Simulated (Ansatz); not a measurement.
`I[SiH]1BC1` + H₂ → `B1C[SiH2]1` + HI at 700 K and 1 bar (hydrogenolysis of the Si–I bond).

Isolated molecules relaxed with PBE0-D4/def2-TZVP in Ansatz; ΔE leaves out vibrations. CBS: MP2 limit from def2 TZ/QZ plus the TZ coupled-cluster correction, frozen cores. This one scheme is used for every species. def2 core potentials past Kr. For I outer-core shells are correlated without core-valence functions, which leaves a few kJ/mol of doubt a bond.

| species | CCSD(T)/CBS energy (Eh) | H − E (kJ/mol) | S (J/(mol·K)) |
| --- | --- | --- | --- |
| `I[SiH]1BC1` | -651.74575 | 188.2 | 427.1 |
| H₂ | -1.17544 | 46.8 | 155.3 |
| `B1C[SiH2]1` | -354.85519 | 197.4 | 362.0 |
| HI | -298.03592 | 34.6 | 231.7 |

H − E and S are ideal-gas, rigid-rotor, harmonic terms from PBE0-D4/def2-TZVP, for one conformer and one mirror image of each species. The MP2-based limit puts H₂ 0.8 mEh under its directly extrapolated value; such offsets cancel only in part. 1 Eh = 2625.50 kJ/mol, R = 8.31446 J/(mol·K).

By hand: ΔE, ΔH, ΔS and ΔG.

ΔE = (-354.85519) + (-298.03592) − (-651.74575) − (-1.17544) = 0.03008 Eh = 79.0 kJ/mol. Δ(H − E) = 197.4 + 34.6 − 188.2 − 46.8 = -3.0, so ΔH = 76.0 kJ/mol. ΔS = 362.0 + 231.7 − 427.1 − 155.3 = 11.3 J/(mol·K). ΔG = 76.0 − 700 × (11.3)/1000 = 68.1 kJ/mol.

By hand: the equilibrium constant, and the temperature at which ΔG would vanish if ΔH and ΔS stayed fixed.

log₁₀ K = −ΔG/(RT ln 10) = -5.1. ΔG = 0 at ΔH/ΔS = 6726 K, far beyond where these terms or the molecules hold.

The number of gas molecules stays the same, so ΔS is small and ΔH decides. A doubt of 5 kJ/mol in ΔE shifts log₁₀ K by 0.4 here. Other conformers and mirror images would add mixing entropy, several J/(mol·K) or more a flexible species. These are equilibria of isolated gas molecules and say nothing of rates. Largest T1 diagnostic: 0.014 (customary marks: 0.02 for closed shells, 0.045 for open ones).
